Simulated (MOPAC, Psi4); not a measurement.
Interaction energy of C3H9Al ··· CS2 (SMILES [CH3][Al]([CH3])[CH3] and S=C=S). Monomers: optimised at B3LYP-D3(BJ) (def2-SVP and def2-TZVP), held rigid. Orientation: lowest of the rigid-body minima from ten starts at GFN2-xTB (searched outside a hard wall at short contacts). R is the distance of the centres of mass, along which the second monomer moves. The shortest distances reach bonding range, where SAPT0 and rigid monomers are unreliable.

Geometry at R = 3.24 Å (first 13 atoms: monomer A):
```
16

C      1.9284    -0.3818    -0.0308
Al    -0.0003     0.0000     0.0019
C     -1.2933    -1.4776     0.1096
C     -0.6353     1.8594    -0.0767
H      2.3991     0.0389    -0.9384
H      2.1699    -1.4568     0.0024
H      2.4393     0.1012     0.8226
H     -1.1130    -2.0955     1.0084
H     -1.1807    -2.1619    -0.7516
H     -2.3448    -1.1478     0.1369
H     -1.2815     2.0946     0.7888
H     -1.2635     2.0216    -0.9721
H      0.1756     2.6056    -0.1010
S     -0.0260     0.3165     2.7849
C      0.6702    -1.0564     2.9877
S      1.3664    -2.4294     3.1908
```

- HF/aug-cc-pVDZ, counterpoise-corrected (Psi4)
- SAPT0/jun-cc-pVDZ, frozen core (Psi4)
- SCS-MP2/aug-cc-pVDZ = DF-SCS-MP2/aug-cc-pVDZ, frozen core, counterpoise-corrected run with Psi4 1.11
- PM3, restricted, heats of formation (MOPAC)
- PM7, restricted, heats of formation (MOPAC)

Interaction energies in kJ/mol (negative: bound); R is the distance of the centres of mass, d the Al2···S14 distance.

```
R / Å  d / Å  HF/aug-cc-pVDZ  SAPT0/jun-cc-pVDZ  SCS-MP2/aug-cc-pVDZ    PM3     PM7
-----  -----  --------------  -----------------  -------------------  -----  ------
2.65    2.30          168.00              77.57               111.05  51.51   60.74
2.83    2.45          101.25              31.71                54.24   9.93    1.71
3.05    2.64           53.66               2.93                16.36   1.75  -27.23
3.24    2.80           30.65              -8.18                 0.17  15.19  -32.19
3.41    2.95           18.40             -12.31                -6.95  27.39  -29.98
3.67    3.19            8.21             -13.44               -10.76  31.11  -23.63
3.96    3.45            3.08             -11.78               -10.53  23.13  -17.60
4.27    3.74            0.81              -9.27                -8.67  15.29  -13.02
4.72    4.16           -0.21              -6.06                -5.82   8.59   -8.07
5.41    4.82           -0.31              -2.97                -2.90   3.46   -3.67
6.48    5.85           -0.10              -1.01                -0.99   0.73   -1.40
7.72    7.07           -0.02              -0.34                -0.33   0.10   -0.47
```

Lowest grid point: HF/aug-cc-pVDZ -0.31 kJ/mol at R = 5.41 Å; SAPT0/jun-cc-pVDZ -13.44 kJ/mol at R = 3.67 Å; SCS-MP2/aug-cc-pVDZ -10.76 kJ/mol at R = 3.67 Å; PM3 0.10 kJ/mol at R = 7.72 Å; PM7 -32.19 kJ/mol at R = 3.24 Å.
